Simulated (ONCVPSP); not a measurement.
How hard is this gold ONCV potential?

Au, optimised norm-conserving Vanderbilt (ONCV), made with ONCVPSP 4.0.1 (PBE, scalar-relativistic). Core [Xe] 4f14, reference 5d10 6s0.75 6p0.25. Waves: 6s: rc 2.35 bohr, ncon 4, nbas 8, qcut 2.7 1/bohr, 3 projectors, debl 0.7 Ha; 6p: rc 3.40 bohr, ncon 4, nbas 8, qcut 2.3 1/bohr, 1 projector; 5d: rc 1.75 bohr, ncon 4, nbas 9, qcut 7.1 1/bohr, local. Local part: the d channel. Core correction: Teter function, fcfact 5.5, rcfact 1.

Question: For each optimised wave give the share of its norm inside rc, the residual kinetic energy above qcut (Ha) and the cutoffs (Ha) for errors of 10, 1, 0.1 and 0.01 mHa per electron.

Answer:

```json
{"wave": "6s", "norm inside rc": "0.363", "residual KE": "2.9e-03", "10 mHa": "2.7", "1 mHa": "7.2", "0.1 mHa": "27.5", "0.01 mHa": "33.0"}
{"wave": "s projector 2", "norm inside rc": "0.195", "residual KE": "4.6e-03", "10 mHa": "3.2", "1 mHa": "7.1", "0.1 mHa": "25.7", "0.01 mHa": "42.7"}
{"wave": "s projector 3", "norm inside rc": "0.118", "residual KE": "1.1e-02", "10 mHa": "3.8", "1 mHa": "8.8", "0.1 mHa": "24.9", "0.01 mHa": "41.9"}
{"wave": "6p", "norm inside rc": "0.260", "residual KE": "1.5e-04", "10 mHa": "0.5", "1 mHa": "1.0", "0.1 mHa": "3.1", "0.01 mHa": "15.6"}
{"wave": "5d", "norm inside rc": "0.663", "residual KE": "1.9e-05", "10 mHa": "15.5", "1 mHa": "19.6", "0.1 mHa": "22.8", "0.01 mHa": "30.5"}
```

The occupied waves need 20 Ha and 28 Ha for 1 and 0.1 mHa. Note: ghosts flagged at negative energy: p at -11.3 eV; GHOST(+) flagged for s at 11.4 eV. A true bound ghost makes a file unfit for plane-wave use. 2 of 4 tests not solved or not reliable.
